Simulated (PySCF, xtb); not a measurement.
C2H4F2Si2, SMILES F[Si@@H](C#C)[SiH2]F.

xtb with GFN2-xTB at its own geometry gives an orbital gap of 4.20 eV and a dipole moment of 2.33 D.

The structure is a stationary point at PBE0-D3(BJ)/def2-SVP. The structure was generated by enumeration; whether it is a known compound was not checked. Other conformers were not sampled.

**Question.** What does PySCF with B3LYP/def2-TZVP give? (An estimate is asked for; the answer gives what the named calculation found.)

**Answer.** gap 6.42 eV (levels -7.96 and -1.53 eV), dipole 2.09 D.
